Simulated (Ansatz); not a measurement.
A run for Ansatz (an electronic-structure program): U-r2SCAN/cc-pVTZ on BFH2O (SMILES OBF), a point of a bond scan (R = 3.053 Å).

Ansatz 0.2 input:
```yaml
crystal:
  periodic: [false, false, false]
  atoms:
    - {symbol: B, position_ang: [-0.35597186, -0.16970641, -0.21957831]}
    - {symbol: H, position_ang: [-1.28437305, -0.66736312, -0.78003284]}
    - {symbol: F, position_ang: [0.13544225, 2.82717110, -0.52980364]}
    - {symbol: O, position_ang: [0.50508287, -0.86058104, 0.55608247]}
    - {symbol: H, position_ang: [0.30439133, -1.79901087, 0.61939460]}
basis:
  gaussian:
    orbitals: cc-pVTZ
hamiltonian:
  xc: {name: r2SCAN}
magnetization: {spin_polarized: true, initial_magnetization: 0}
```

### Question
Predict the final total energy.

### Answer
-200.9784 hartree. Its determinant has ⟨S²⟩ = 0.53, a mixture of spin states.

### Question
How many basis functions does it have, and what does it roughly cost on one machine?

### Answer
118 functions; about 14 core-seconds (a rough figure).
